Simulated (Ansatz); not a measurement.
Cost and result for the atomization energy of `CNB(Cl)Cl` (9 atoms, 8 bonds).

```xyz
9

C    -1.063   -0.571    0.072
N    -0.086    0.489    0.146
B     1.265    0.434   -0.149
Cl    2.038   -1.053   -0.696
Cl    2.249    1.890    0.024
H    -1.851   -0.332   -0.647
H    -0.577   -1.491   -0.246
H    -1.527   -0.746    1.047
H    -0.447    1.380    0.450
```

The species carries charge 0 and has multiplicity 1. The structure was optimised at the PBE0-D4/def2-TZVP level. It is one conformer, not always the lowest. Program: Ansatz. All runs use 4 threads of an Arm Neoverse V2 on a shared host. Times are those of one run each, without the atoms' runs, and a repeat can differ threefold. Electronic energies, without spin–orbit coupling; frozen cores. CCSD(T)/CBS adds CCSD(T) − MP2 in def2-TZVPP to the MP2 limit, and its time is that of the two runs behind it. T1 = 0.011. HSE06 is the plane-wave form, built on full-range PBE exchange.

CCSD(T)/CBS is a level of theory with its own doubt, some kJ/mol a heavy atom from the limit and from the frozen cores, so smaller differences don't rank the functionals.

| level | functions | wall time | atomization (kJ/mol) | difference from CCSD(T)/CBS | per bond |
| --- | --- | --- | --- | --- | --- |
| LDA (SPW92)/def2-TZVPP | 233 | 1 s | 3930.9 | 531.1 | 66.4 |
| revPBE-D4/def2-TZVPP | 233 | 1.5 s | 3417.8 | 18.0 | 2.2 |
| BLYP-D4/def2-TZVPP | 233 | 1.6 s | 3407.6 | 7.8 | 1.0 |
| BHLYP-D4/def2-TZVPP | 233 | 2.3 s | 3316.2 | -83.6 | -10.5 |
| PBE0-D4/def2-TZVPP | 233 | 2.4 s | 3447.0 | 47.2 | 5.9 |
| HSE06-D4/def2-TZVPP | 233 | 2.6 s | 3449.8 | 50.0 | 6.2 |
| CCSD(T)/def2-SVP | 98 | 3 s | 3240.4 | -159.4 | -19.9 |
| r2SCAN-D4/def2-TZVPP (with forces) | 233 | 3.8 s | 3431.9 | 32.1 | 4.0 |
| B2PLYP/def2-TZVPP | 233 | 4.1 s | 3377.1 | -22.7 | -2.8 |
| B97M-V/def2-TZVPP | 233 | 7.5 s | 3438.3 | 38.5 | 4.8 |
| MP2/def2-QZVPP | 431 | 15 s | 3448.9 | 49.1 | 6.1 |
| CCSD(T)/def2-TZVPP | 233 | 94 s | 3308.3 | -91.5 | -11.4 |
| CCSD(T)/CBS(def2) | – | 110 s | 3399.8 | 0.0 | 0.0 |

In def2-TZVPP, CCSD(T) changes the Hartree–Fock value by +803.7 kJ/mol (the triples alone add +57.2 kJ/mol) and MP2 by +890.7 kJ/mol; breaking electron pairs costs correlation energy, which Hartree–Fock lacks. From BLYP to BHLYP (50 % exact exchange), in def2-TZVPP and without D4, the atomization energy moves by −70.4 kJ/mol: exact exchange takes away binding that semilocal exchange gives to molecules. At CCSD(T), def2-SVP lies −159.4 kJ/mol from the extrapolated value and def2-TZVPP −91.6 kJ/mol: correlation converges slowly with the basis, and small sets miss more of it in the bonded molecule than in its fragments.
